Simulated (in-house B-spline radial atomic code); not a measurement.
Ionising Pb10+ with different functionals

Computed with a radial B-spline atomic code at the basis-set limit: four-component Dirac-Coulomb Hamiltonian, Fermi nucleus of rms radius 5.5012 fm, spin-restricted, spherical fractional occupations for the functionals, and exact exchange of hybrids averaged over the configuration. The ionisation energy is the difference of two self-consistent energies, [Xe] 4f14 5d4 → [Xe] 4f14 5d3, without Breit or QED terms; ε is the level of the shell that loses the electron (mean over j). The electron is taken from both j subshells in proportion to 2j + 1, so the result is a j average, not the step between ground levels.

```tsv
method	rung	ΔSCF (eV)	-ε(5d) (eV)
BHandHLYP	global hybrid	?	?
B3LYP	global hybrid	?	?
HSE06	range-separated hybrid	180.73	172.91
wB97X	range-separated hybrid	180.46	175.68
```

Question: What does B3LYP give?

Answer: ΔSCF 180.82 eV, and -ε(5d) = 172.86 eV.

Question: What does BHandHLYP give?

Answer: ΔSCF 180.69 eV, and -ε(5d) = 175.97 eV.

Question: Among the functionals, which spreads more, the ΔSCF values or the orbital energies?

Answer: The orbital energies: ΔSCF values span about 0.36 eV and the orbital energies 3.11 eV; here energy differences depend much less on the functional than eigenvalues do.

Question: How do they compare with the NIST value?

Answer: NIST lists 182 eV ± 2.4 (tabulated theory, ground level to ground level). Errors run from -1.54 to -1.18 eV; all lie within about twice that uncertainty, so the table can't rank the methods.
